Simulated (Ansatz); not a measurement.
## KCl, singlet: energies of several shapes or isomers

Program: Ansatz, Gaussian basis, development build. Basis cc-pwCVTZ-X2C on K, cc-pVTZ-DK on Cl, scalar X2C without spin–orbit coupling, 10 orbitals frozen in the corrections; active space CAS(6,4). Restricted Hartree–Fock, then the lowest state-specific CASSCF solution met for each case. Single-reference values can break down or jump between states where bonds are stretched. Solutions in different active orbitals can move differences by tenths of an eV and at times more than 1 eV.

Case A: bond length 3.0670 Å.

Case B: bond length 2.6670 Å.

Energy less that of case A, in eV:

| case | RHF/ROHF | CASSCF |
| --- | --- | --- |
| B | -0.174 | -0.174 |

Task: What does SC-NEVPT2 give for these differences?

Result: B: -0.254 eV (-5.9 kcal/mol).
